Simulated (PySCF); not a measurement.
**Ag²⁺ (silver, charge +2) across methods**

[Kr] 4d9, 2D determinant. Calculation: PySCF 2.14, in def2-TZVPPD with the def2 core potential (28 electrons) (6s4p3d2f1g, 56 functions); scalar relativity through the core potential.

```json
{"method": "MN15", "E (hartree)": "-145.5884", "mean ε 4p β (eV)": "-84.403", "mean ε 4d α (eV)": "-31.976", "mean ε 4d β (eV)": "-31.259", "Σ⟨r²⟩ (bohr²)": "27.42", "⟨S²⟩": "0.752"}
{"method": "PBE", "E (hartree)": "-145.8890", "mean ε 4p β (eV)": "-81.626", "mean ε 4d α (eV)": "-29.201", "mean ε 4d β (eV)": "-28.417", "Σ⟨r²⟩ (bohr²)": "27.36", "⟨S²⟩": "0.751"}
{"method": "BLYP", "E (hartree)": "-145.8503", "mean ε 4p β (eV)": "-81.597", "mean ε 4d α (eV)": "-29.106", "mean ε 4d β (eV)": "-28.356", "Σ⟨r²⟩ (bohr²)": "27.47", "⟨S²⟩": "0.751"}
{"method": "revPBE", "E (hartree)": "-145.9483", "mean ε 4p β (eV)": "-81.573", "mean ε 4d α (eV)": "-29.122", "mean ε 4d β (eV)": "-28.340", "Σ⟨r²⟩ (bohr²)": "27.31", "⟨S²⟩": "0.751"}
{"method": "r2SCAN", "E (hartree)": "-145.9352", "mean ε 4p β (eV)": "-83.359", "mean ε 4d α (eV)": "-29.528", "mean ε 4d β (eV)": "-28.618", "Σ⟨r²⟩ (bohr²)": "27.10", "⟨S²⟩": "0.752"}
{"method": "UHF", "E (hartree)": "-145.15804", "mean ε 4p β (eV)": "-96.905", "mean ε 4d α (eV)": "-36.725", "mean ε 4d β (eV)": "-35.547", "Σ⟨r²⟩ (bohr²)": "26.85", "⟨S²⟩": "0.753"}
{"method": "r2SCANh", "E (hartree)": "-145.9254", "mean ε 4p β (eV)": "-84.774", "mean ε 4d α (eV)": "-30.351", "mean ε 4d β (eV)": "-29.421", "Σ⟨r²⟩ (bohr²)": "27.06", "⟨S²⟩": "0.752"}
{"method": "PBE0", "E (hartree)": "-145.8920", "mean ε 4p β (eV)": "-85.724", "mean ε 4d α (eV)": "-31.325", "mean ε 4d β (eV)": "-30.456", "Σ⟨r²⟩ (bohr²)": "27.16", "⟨S²⟩": "0.751"}
{"method": "LDA", "E (hartree)": "-145.5871", "mean ε 4p β (eV)": "-81.717", "mean ε 4d α (eV)": "-29.427", "mean ε 4d β (eV)": "-28.622", "Σ⟨r²⟩ (bohr²)": "27.51", "⟨S²⟩": "0.750"}
```

Energies and moments cover only the electrons outside the core potential.
